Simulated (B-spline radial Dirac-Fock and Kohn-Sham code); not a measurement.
X-ray scattering factor of Hg⁷⁴⁺

System: mercury as Hg⁷⁴⁺ in the configuration [He] 2s2 2p2.

The run's input, task.json:

```json
{"items": [{
  "Z": 80,
  "q": 74,
  "cfg": [[1, 0, 2], [2, 0, 2], [2, 1, 2]],
  "A": 202,
  "rrms": 5.4648,
  "do": ["scatter"],
  "s": [0.0, 0.05, 0.06, 0.08, 0.1, 0.12, 0.15, 0.19, 0.23, 0.29, 0.36, 0.45, 0.56, 0.69, 0.86, 1.07, 1.33, 1.66, 2.07, 2.58, 3.21, 4.0, 4.98],
  "pz": [0, 0.1, 0.2, 0.3, 0.4, 0.5, 0.6, 0.8, 1.0, 1.2, 1.4, 1.6, 1.8, 2.0, 2.5, 3.0, 4.0, 5.0, 7.0, 10.0, 15.0, 20.0, 30.0, 40.0, 60.0, 100.0],
  "hv_scatter": [2000, 5000, 8047.8, 10000, 20000, 30000, 50000, 1000000]
}]}
```

Run with: `python xray_run.py task.json out`

Model: relativistic Hartree-Fock (Dirac-Fock) wave functions, averaged over the configuration. Program: a radial B-spline solver. f₀ is the Fourier transform of the spherical electron density, S the Waller-Hartree incoherent function, and s = sin θ/λ. The electron scattering factor follows from the Mott-Bethe formula f_e = 0.023934 Å⁻¹·(Z − f₀)/s².

```tsv
s (Å⁻¹)	f₀	S	f_e (Å)
0	6.000	0.000	–
0.05	6.000	0.001	708.450
0.06	5.999	0.001	491.980
0.08	5.999	0.001	276.740
0.1	5.999	0.002	177.115
0.12	5.998	0.003	122.998
0.15	5.997	0.005	78.720
0.19	5.995	0.008	49.065
0.23	5.992	0.012	33.484
0.29	5.987	0.019	21.063
0.36	5.981	0.029	13.670
0.45	5.970	0.045	8.750
0.56	5.953	0.069	5.651
0.69	5.929	0.104	3.724
0.86	5.891	0.161	2.398
1.07	5.832	0.246	1.550
1.33	5.744	0.373	1.005
1.66	5.609	0.565	0.646
2.07	5.408	0.842	0.417
2.58	5.120	1.226	0.269
3.21	4.722	1.728	0.175
4	4.197	2.339	0.113
4.98	3.564	2.998	0.074
```

f₀ starts at the number of electrons, 6. The sum of ⟨r²⟩ over the electrons is 0.02031 bohr². For an ion f_e diverges as s goes to zero, because of the net charge.

Values without a named source are computed, but for edge energies of neutral atoms, which are taken from tables.
